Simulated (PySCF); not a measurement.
Precursor series W F-OH. Gas-phase values, no solvent. One relaxed conformer stands for each flexible species; it need not be the lowest.

Level of theory: PBE-D3(BJ)/def2-TZVP // TPSS-D3(BJ)/def2-SVP run with PySCF. All candidates: neutral, multiplicity 1. 

```json
{
 "LUMO": "-3.63 eV",
 "HOMO–LUMO gap": "4.39 eV",
 "HOMO": "-8.01 eV"
}
```

Question: Name which member has these values.
A) [W(F)6]
B) [W(F)5(OH)]
C) [W(F)3(OH)3]
D) [W(OH)6]

Answer: C, [W(F)3(OH)3]. The others give [W(F)6]: -5.37 eV, 5.28 eV, -10.65 eV; [W(F)5(OH)]: -4.72 eV, 4.79 eV, -9.51 eV; [W(OH)6]: -3.41 eV, 3.68 eV, -7.08 eV
